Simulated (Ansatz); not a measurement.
Ansatz (a quantum-chemistry and plane-wave program) input (CCSD(T)/aug-cc-pVQZ):

Ansatz 0.2 input:
```yaml
crystal:
  periodic: [false, false, false]
  atoms:
    - {symbol: O, position_ang: [0.01259159, 0.57324622, 0.14755283]}
    - {symbol: H, position_ang: [-0.21668348, 0.49990724, -0.78564234]}
    - {symbol: H, position_ang: [0.64400652, -0.13195099, 0.32868846]}
basis:
  gaussian:
    orbitals: aug-cc-pVQZ
magnetization: {spin_polarized: false}
correlation: {method: ccsd_t, electrons: outside_noble_gas}
```

Output:

```
Functional definition: HF
integrals: 0.53 GiB planned
1027 factors; integrals over basis functions are off by at most 7.0e-4 eV
mean field: 0.43 GiB planned
mean field evaluation 1: about -2067.9627 eV, gradient 3.4e1 eV
mean field evaluation 2: about -2067.9626 eV, gradient 3.4e1 eV
mean field evaluation 4: about -2069.8388 eV, gradient 1.4e0 eV
mean field evaluation 8: about -2069.8467 eV, gradient 4.5e-5 eV
mean field evaluation 16: about -2069.8462 eV, gradient 3.4e-1 eV
mean field -2069.84671885 eV, -76.0654639253 hartree, gradient 9.9e-7 eV, S^2 0.000000; 0 other end points of the search recorded, 0 dependent functions left out
1 core orbitals not correlated
reference -2069.84671885 eV, -76.0654639253 hartree; 4, 4 occupied and 167, 167 virtual orbitals, 1027 factors
second order -7.79010458 eV of doubles, -0.00000000 eV of singles
coupled cluster: 1.06 GiB planned
cycle   1  -7.67982985 eV  change    1.1e-1 eV  update   4.7e-2
cycle   2  -7.82144653 eV  change   -1.4e-1 eV  update   1.3e-2
cycle   3  -7.85556913 eV  change   -3.4e-2 eV  update   5.9e-3
cycle   4  -7.85158904 eV  change    4.0e-3 eV  update   1.2e-3
cycle   5  -7.85144617 eV  change    1.4e-4 eV  update   4.7e-4
cycle   6  -7.85154251 eV  change   -9.6e-5 eV  update   1.2e-4
cycle   7  -7.85148632 eV  change    5.6e-5 eV  update   3.9e-5
cycle   8  -7.85147444 eV  change    1.2e-5 eV  update   1.1e-5
cycle   9  -7.85147378 eV  change    6.6e-7 eV  update   3.5e-6
perturbative correction -0.25644682 eV, -0.0094242470 hartree
Total energy: -2077.95463945 eV, -76.3634245116 hartree
```
